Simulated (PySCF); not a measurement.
Job for PySCF: D3(BJ) and D4 dispersion corrections on CH5NOSn (SMILES C[O][Sn][NH2]), a point of a torsion scan.

```python
from pyscf import gto
from pyscf.dispersion import dftd3, dftd4

mol = gto.M(
    atom='''
    C    -2.05992944   -0.11751193    0.05090098
    O    -0.66975063   -0.21575048   -0.03040988
    Sn    1.06034923    0.17824221    0.95834864
    N     0.42388375    0.01678377    2.91332385
    H    -2.41913486    0.63771368   -0.65389543
    H    -2.39486514    0.15386962    1.05603953
    H    -2.50625464   -1.08054450   -0.21290131
    H    -0.53068935   -0.17998035    3.18756449
    H     0.95758621    0.16289307    3.75980864
    ''',
    basis='def2-svp',
    charge=0, spin=0, verbose=0, max_memory=1800)
d3, d4 = {}, {}
for xc in ['hf', 'pbe', 'blyp', 'revpbe', 'tpss', 'r2scan', 'b3lyp', 'pbe0', 'bhlyp', 'camb3lyp', 'b2plyp']:
    d3[xc] = float(dftd3.DFTD3Dispersion(mol, xc=xc, version='d3bj', atm=False).get_dispersion()['energy'])
    print(f'D3(BJ) {xc:10s} {d3[xc]:14.8f} Eh')
for xc in ['hf', 'pbe', 'blyp', 'revpbe', 'tpss', 'r2scan', 'b3lyp', 'pbe0', 'bhlyp', 'camb3lyp', 'b2plyp']:
    d4[xc] = float(dftd4.DFTD4Dispersion(mol, xc={'camb3lyp': 'cam-b3lyp'}.get(xc, xc), atm=True).get_dispersion()['energy'])
    print(f'D4     {xc:10s} {d4[xc]:14.8f} Eh')
```

The log:

```
D3(BJ) hf            -0.04691400 Eh
D3(BJ) pbe           -0.00599646 Eh
D3(BJ) blyp          -0.01325856 Eh
D3(BJ) revpbe        -0.01465447 Eh
D3(BJ) tpss          -0.00776971 Eh
D3(BJ) r2scan        -0.00171782 Eh
D3(BJ) b3lyp         -0.01095480 Eh
D3(BJ) pbe0          -0.00540341 Eh
D3(BJ) bhlyp         -0.00900870 Eh
D3(BJ) camb3lyp      -0.00524202 Eh
D3(BJ) b2plyp        -0.00539263 Eh
D4     hf            -0.02155321 Eh
D4     pbe           -0.00629568 Eh
D4     blyp          -0.01367921 Eh
D4     revpbe        -0.01828006 Eh
D4     tpss          -0.00847193 Eh
D4     r2scan        -0.00151830 Eh
D4     b3lyp         -0.01020416 Eh
D4     pbe0          -0.00535413 Eh
D4     bhlyp         -0.00826318 Eh
D4     camb3lyp      -0.00549251 Eh
D4     b2plyp        -0.00439197 Eh
```

The run finished.

Cost: roughly 0.020 core-seconds.
